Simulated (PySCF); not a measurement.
Si(CCH)(Cl)(H)2 (C₂H₃ClSi), SMILES C#C[SiH2]Cl. Atoms are numbered in the order given.

```xyz
7

Si     0.8181     0.0679     0.0000
Cl    -0.5687     1.5990     0.0000
C     -0.0474    -1.5401     0.0000
C     -0.6142    -2.6165     0.0000
H      1.6512     0.1861    -1.2248
H      1.6512     0.1861     1.2248
H     -1.1175    -3.5676     0.0000
```
Charge 0, spin multiplicity 1.

Coordinates come from a PBE0-D3(BJ)/def2-SVP optimisation.

Computed with PySCF with M06-2X/def2-TZVPD.

Symmetry labels are those of the subgroup Cs that the program uses (full group Cs).

Problem. List the valence orbital energies around the gap with their symmetry. (The exact figures need the calculation; the answer reports its results.)

Solution. 
| orbital | symmetry | energy (eV) |
|---|---|---|
| HOMO−7 | A' | -16.45 |
| HOMO−6 | A' | -13.26 |
| HOMO−5 | A' | -12.47 |
| HOMO−4 | A" | -12.41 |
| HOMO−3 | A' | -10.70 |
| HOMO−2 | A" | -10.49 |
| HOMO−1 | A' | -9.89 |
| HOMO | A" | -9.76 |
| LUMO | A' | -0.15 |
| LUMO+1 | A' | 0.36 |
| LUMO+2 | A" | 0.43 |
| LUMO+3 | A' | 0.82 |
